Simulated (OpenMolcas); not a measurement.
Nb4+ among 6 point charges of -1.7 e arranged as an octahedron (Oh).

| Property | Result |
| --- | --- |
| Program | OpenMolcas |
| Method | SS-CASPT2, IPEA 0.25 Eh, imaginary shift 0.1 Eh (closed shells correlated: 4s 4p) |
| Basis | ANO-RCC-VTZP [7s6p4d2f1g] |
| Scalar Hamiltonian | DKH2, point nucleus |
| Active space | 1 electron in 5 orbitals (4d) |
| State averaging | 2S+1 = 2 even, 5 roots |
| Spin-orbit coupling | RASSI with atomic mean-field integrals over the reference wave functions |

All point charges move together. At R = 2.22 Å |10Dq| is 7630 cm-1, and at R = 2.31 Å it is 6367 cm-1.

A third run gives 11233 cm-1. What distance was it run at?

With a power law R^-n the two known points give n = -ln(6367 / 7630) / ln(2.31 / 2.22) = 4.55. Then R = 2.22 × (7630 / 11233)^(1/4.55) = 2.039 Å. The run was at 2.04 Å, so the estimate is off by -0.001 Å.

Roots that are degenerate in the reference are averaged as groups; the widest CASPT2 spread within a group is 54 cm-1 (the 3-fold group of multiplicity 2 near 0 cm-1 above the lowest state of its run, R = 2.22). Shifts and gaps below about the spread of the groups concerned are not significant. An orbital triplet at a regular site is open to Jahn-Teller coupling, which can distort the site and quench the lowest spin-orbit gaps and is left out. Free-ion shares, where given, are those of the reference states; single-state CASPT2 does not remix them. This field is weak: 10Dq is about 11233 cm-1, while octahedral complexes of 4d ions of charge 3 and more, computed by the same method with explicit ligands, had a median near 25000 cm-1. Ground spin and moment need not be those of a real site (figures for R = 2.04; the like holds for R = 2.22, R = 2.31). This is an electrostatic model: the charges have no orbitals. No measured value stands beside these numbers.
